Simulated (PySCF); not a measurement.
# Reading the logs of faulty runs: B3GeH7

Calculated results; nothing here was measured. They come from PySCF 2.14.0, an open-source quantum chemistry program, on an isolated molecule that a program drew, which may never have been made. The molecule is B3GeH7 (charge 0, singlet), drawn as the SMILES string `[BH2][GeH]([BH2])[BH2]`.

Each row is a Hartree-Fock (HF) and frozen-core CCSD(T) single point in the cc-pVDZ basis, meant for a local HF minimum. Run 1 is clean. Each other run has one planted mistake out of seven kinds, and not every kind appears here: one electron removed, one electron added, multiplicity raised by two, geometry at a saddle point, minimal basis STO-3G, one bond length entered in bohr, all coordinates scaled. The reference is restricted for singlets and unrestricted otherwise, and also for a bond in bohr. Adding or removing an electron swaps singlet and doublet. Electrons count all cores. HOMO and LUMO are orbital energies over both spins, the gradient is its largest component, and the lowest frequency (negative if imaginary) is given only where the gradient is small. Bond lengths are over the 10 bonds as drawn. T1 is the CCSD diagnostic: over 0.02 (restricted) or 0.045 (unrestricted) a single reference is doubtful. Germanium has the cc-pVDZ-PP basis, with a core potential (ECP10MDF) in place of its 10 inner electrons, and its 3s, 3p and 3d shells are frozen in CCSD(T).

Geometry of the clean run:
```xyz
11
B3GeH7, angstrom
B     0.9474    1.7796    1.0569
Ge    0.9279    0.0353   -0.0910
B    -1.0261   -0.2340   -0.7761
B     1.3610   -1.5557    1.1901
H     1.6691    2.7018    0.8009
H     0.2173    1.8716    2.0043
H     1.9313    0.1132   -1.2564
H    -1.9239   -0.3136    0.0155
H    -1.2860   -0.3127   -1.9436
H     0.6666   -1.7479    2.1493
H     2.2877   -2.2919    0.9999
```

| run | electrons | basis functions | <S^2> | HOMO (eV) | LUMO (eV) | gradient (hartree/bohr) | lowest frequency (cm^-1) | mean bond (Å) | longest bond (Å) | T1 | HF (hartree) | CCSD(T) (hartree) | mistake |
|---|---|---|---|---|---|---|---|---|---|---|---|---|---|
| 1 | 54 | 100 | 0.000 | -10.29 | 1.08 | 1.8e-05 | 101 | 1.4999 | 2.088 | 0.0173 | -371.41159 | -371.83297 | no fault |
| 2 | 53 | 100 | 0.783 | -15.67 | -7.90 | 5.7e-02 | - | 1.4999 | 2.088 | 0.0236 | -371.07869 | -371.47257 | one electron removed |
| 3 | 55 | 100 | 0.776 | -0.73 | 5.63 | 1.4e-02 | - | 1.4999 | 2.088 | 0.0366 | -371.40080 | -371.85165 | ? |
| 4 | 54 | 100 | 0.000 | -9.94 | 0.98 | 3.7e-02 | - | 1.6199 | 2.255 | 0.0159 | -371.36816 | -371.79630 | ? |

**Which mistake was planted in run 3, and what did it cost?**

It counts 55 electrons, one more than the clean run, at the same geometry and basis. So the mistake is: one electron added. Subtracting run 1 and multiplying by 627.51 kcal/mol a hartree, the energy moved by 6.8 kcal/mol in HF and -11.7 kcal/mol in CCSD(T).

**Which mistake was planted in run 4, and what did it cost?**

The mean and the longest bond both change by the same factor, 1.080, and the gradient is no longer small. So the mistake is: all coordinates scaled. Subtracting run 1 and multiplying by 627.51 kcal/mol a hartree, the energy moved by 27.3 kcal/mol in HF and 23.0 kcal/mol in CCSD(T).

